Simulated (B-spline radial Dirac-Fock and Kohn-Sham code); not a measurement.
**The free oxygen atom: differential elastic cross section for electrons at 2.82 keV**

The computed values come from a radial atomic solver: relativistic (Dirac) partial waves in the static field of the Dirac-Fock atom with Furness-McCarthy exchange, without polarisation or absorption potentials.

| θ (°) | dσ/dΩ (a₀²/sr) |
| --- | --- |
| 0 | 13.1 |
| 0.5 | 13.0 |
| 1 | 12.7 |
| 2 | 11.7 |
| 4 | 8.61 |
| 8 | 3.40 |
| 12 | 1.24 |
| 16 | 0.506 |
| 24 | 0.127 |
| 32 | 0.0471 |
| 45 | 0.0148 |
| 60 | 0.00572 |
| 75 | 0.00281 |
| 90 | 0.00163 |
| 105 | 0.00106 |
| 120 | 0.000767 |
| 135 | 0.000602 |
| 150 | 0.000508 |
| 165 | 0.000461 |
| 180 | 0.000446 |

The total elastic cross section is 0.810 a₀², the first transport cross section 0.0378 a₀² and the second, weighted with (3/2) sin²θ, 0.0844 a₀². The mean deflection is ⟨1 − cos θ⟩ = 0.0466, and 0.66 % of the collisions scatter beyond 90°.
